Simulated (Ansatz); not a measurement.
Program: Ansatz. Geometries: PBE0-D4/def2-TZVP. ΔE: electronic, gas phase. CCSD(T)/CBS is the MP2 limit (def2-TZVPP, def2-QZVPP) plus CCSD(T) − MP2 in def2-TZVPP, frozen cores. DFT in def2-TZVPP. B3LYP here is the variant with VWN-RPA as its local correlation; programs differ in this. Each species was taken in one conformer, which may not be the lowest.

Reaction (formal exchange of groups at the Si–C bond): `C=C[SiH](O)Cl` + `CO[Si](O)(F)F` → `O[SiH](Cl)O[Si](O)(F)F` + `C=CC`

**Question.** Is it downhill or uphill in electronic energy at CCSD(T)/CBS, and by how much? (Estimate.)

**Answer.** Ansatz gave: Downhill: ΔE = -2.01 eV.

**Question.** What do these levels give: revPBE-D4, BLYP-D4, PBE0-D4, BHLYP-D4, B2PLYP, BLYP, r2SCAN, B3LYP, r2SCANh, r2SCAN0, CCSD/def2-TZVPP, HF/CBS(def2)? (Best estimate.)

**Answer.** Ansatz gave: revPBE-D4 -1.87, BLYP-D4 -1.92, PBE0-D4 -1.95, BHLYP-D4 -2.06, B2PLYP -1.99, BLYP -1.87, r2SCAN -2.00, B3LYP -1.94, r2SCANh -2.01, r2SCAN0 -2.03, CCSD/def2-TZVPP -2.01, HF/CBS(def2) -2.06 eV.

Largest T1 diagnostic among the species: 0.011.

The D4 term adds −0.04 eV with B3LYP and −0.02 eV with PBE0; it sums over pairs of atoms, weighted by their polarisabilities, and B3LYP, whose exchange is more repulsive, gets the larger term. From PBE to PBE0 (25 % exact exchange), in def2-TZVPP and without D4, ΔE moves by −0.07 eV. Leaving LDA and LC-ωPBE aside and taking each functional with its dispersion term where it has one, the values spread over 0.19 eV, from BHLYP-D4 to revPBE-D4. LDA lies −0.12 eV from PBE without D4.
